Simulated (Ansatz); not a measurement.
One change: `[F][Ge]([F])([SiH3])[SiH3]` becomes `[CH3][Ge]([F])([F])[SiH3]`.

Ansatz, PBE0-D4/def2-TZVP geometries, multiplicity 1. 

Scalar relativity is left out up to krypton.

```json
{"property": "HOMO–LUMO gap (ωB97M-V/def2-TZVPP) / eV", "`[F][Ge]([F])([SiH3])[SiH3]`": "10.73"}
{"property": "size of the dipole moment (PBE/def2-TZVPP) / D", "`[F][Ge]([F])([SiH3])[SiH3]`": "2.83"}
{"property": "LUMO energy (ωB97M-V/def2-TZVPP) / eV", "`[F][Ge]([F])([SiH3])[SiH3]`": "0.77"}
{"property": "size of the dipole moment (B3LYP/def2-TZVPP) / D", "`[F][Ge]([F])([SiH3])[SiH3]`": "3.06"}
{"property": "HOMO–LUMO gap (PBE0/def2-TZVPP) / eV", "`[F][Ge]([F])([SiH3])[SiH3]`": "7.04"}
{"property": "LUMO energy (PBE0/def2-TZVPP) / eV", "`[F][Ge]([F])([SiH3])[SiH3]`": "-0.98"}
```

Problem. What does the change do to each property? (Best estimate.)

Solution. Computed: 
```
                                        property  `[CH3][Ge]([F])([F])[SiH3]`  shift
         HOMO–LUMO gap (ωB97M-V/def2-TZVPP) / eV                        12.01   1.28
  size of the dipole moment (PBE/def2-TZVPP) / D                         3.05   0.22
           LUMO energy (ωB97M-V/def2-TZVPP) / eV                         1.51   0.74
size of the dipole moment (B3LYP/def2-TZVPP) / D                         3.24   0.18
            HOMO–LUMO gap (PBE0/def2-TZVPP) / eV                         8.18   1.14
              LUMO energy (PBE0/def2-TZVPP) / eV                        -0.26   0.72
```

With PBE0 the HOMO falls by 0.42 eV and the LUMO rises by 0.72 eV, so the gap widens by about 1.14 eV. PBE moves the HOMO by -0.31 eV and ωB97M-V by -0.53 eV. Dipoles are sizes alone; their direction can turn.

B3LYP here is the variant with VWN-RPA as its local correlation; programs differ in this.

Positive LUMOs are unbound, so they and the gaps depend on the basis.
